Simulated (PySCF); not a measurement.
# Fractional electron number in Re²⁺ (rhenium, charge +2)

The 5d alpha orbital of [Xe] 4f14 5d5 is emptied in steps (occupation f), with all orbitals relaxed, ending at [Xe] 4f14 5d4. Calculation: PySCF 2.14, in def2-TZVP with the def2 core potential (60 electrons) (6s4p3d1f, 40 functions); a scalar-relativistic core potential. The exact energy is a straight line in f; departures are measured from the line between the end points of the same method.

Problem. Among BHandHLYP, wB97X, r2SCAN0, which shows the largest delocalisation error (convex curve), and which is closest to linear?

Solution. Most convex: r2SCAN0 (-0.923 eV at f = 0.4); closest to linear: wB97X (-0.366 eV).

```
  f  BHandHLYP (eV)  wB97X (eV)  r2SCAN0 (eV)
  1           0.000       0.000         0.000
0.8          -0.397      -0.242        -0.615
0.6          -0.597      -0.365        -0.923
0.4          -0.599      -0.366        -0.923
0.2          -0.400      -0.244        -0.615
  0           0.000       0.000         0.000
```

```
   method  E(f=0) − E(f=1) (eV)  −ε at f=1 (eV)  −ε at f=0.4 (eV)
BHandHLYP                27.900          25.430            28.391
    wB97X                27.769          26.264            28.072
  r2SCAN0                28.304          24.458            29.075
```

Reference removal energy between the ground levels: 27 ± 1.6 eV (theoretical estimate listed by NIST; NIST Atomic Spectra Database, ionization energies). The calculation has no spin-orbit coupling. The determinant left behind need not be the lowest term of the ion.
